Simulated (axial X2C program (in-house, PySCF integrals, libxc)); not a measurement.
**What spin–orbit coupling does to GeI⁺**

Computed with an in-house all-electron X2C program for linear molecules (integrals from PySCF). Spin-free means the one-electron spin-free X2C Hamiltonian; two-component (2c) means X2C with spin–orbit coupling and atomic mean-field two-electron Coulomb and Gaunt terms, so the difference of the two also holds small scalar two-electron terms. Basis: I dyall-cv3z [11s12p8d4f1g], Ge dyall-cv3z [9s9p7d4f1g] (cores contracted in-house); Gaussian nuclei, density fitting, unrestricted open shells. Masses: I 126.904 u, Ge 73.921 u.

Spin-free state: M_S = 0, Λ = 0 (closed shell); fragments I + Ge+.

```json
{"level": "PBE0", "Re (Å)": "2.399", "ωe (cm⁻¹)": "303.1", "De (eV)": "3.935", "μ (D)": "3.59"}
{"level": "HF", "Re (Å)": "2.403", "ωe (cm⁻¹)": "307.8", "De (eV)": "2.315", "μ (D)": "4.31"}
{"level": "MP2", "Re (Å)": "2.404", "ωe (cm⁻¹)": "310.6", "De (eV)": "3.766", "μ (D)": "n/a"}
{"level": "CCSD", "Re (Å)": "2.408", "ωe (cm⁻¹)": "305.8", "De (eV)": "3.524", "μ (D)": "n/a"}
{"level": "CCSD(T)", "Re (Å)": "2.417", "ωe (cm⁻¹)": "299.9", "De (eV)": "3.724", "μ (D)": "n/a"}
{"level": "PBE50", "Re (Å)": "2.379", "ωe (cm⁻¹)": "314.9", "De (eV)": "3.693", "μ (D)": "3.73"}
```

Correlated methods: 10 electrons correlated (number of frozen shells: I 4 s, 3 p, 2 d; Ge 3 s, 2 p, 1 d), 284 virtual spin orbitals or spinors in MP2, 90 natural virtuals in coupled cluster.

Dipoles are positive if Ge is the positive end and refer to the centre of mass.

Two-component determinant lowest at the distance of the search:

Ω = 0 (closed shell); fragments I + Ge+.

| level | Re (Å) | ωe (cm⁻¹) | μ (D) |
| --- | --- | --- | --- |
| PBE0 | 2.404 | 300.1 | 3.54 |
| HF | 2.407 | 304.9 | 4.25 |
| MP2 | 2.408 | 308.0 | n/a |
| CCSD | 2.412 | 302.8 | n/a |
| CCSD(T) | 2.421 | 297.3 | n/a |
| PBE50 | 2.383 | 311.9 | 3.68 |

Q: From the two tables, how do the constants change at the CCSD(T) level (2c against spin-free)?

A: At the CCSD(T) level Re goes up by 0.004 Å and ωe falls by 2.6 cm⁻¹.

The state is a single determinant with fixed occupations, the lowest that a limited PBE0 search found. The closed shell is kept restricted, so the energy runs too high when the bond is stretched far. De is counted from the lowest determinant-based energies of the atoms at the same level, without counterpoise correction. De is not given where an atomic determinant may have missed its ground term or J level, or where the truncated virtual space spoils (T). Coupled cluster ran in a truncated set of natural virtual spinors; the MP2 energy of the rest was added. (T) has no such correction and the atoms are truncated less, which lowers De at CCSD(T) by a hundredth of an eV or more. The functionals have no current-density term, which raises determinants with orbital currents, atoms included. The T1 diagnostic is large, a sign of multireference character. With the outer-core shells frozen, correlated bond lengths of heavy atoms tend to come out a few hundredths of an ångström too long.
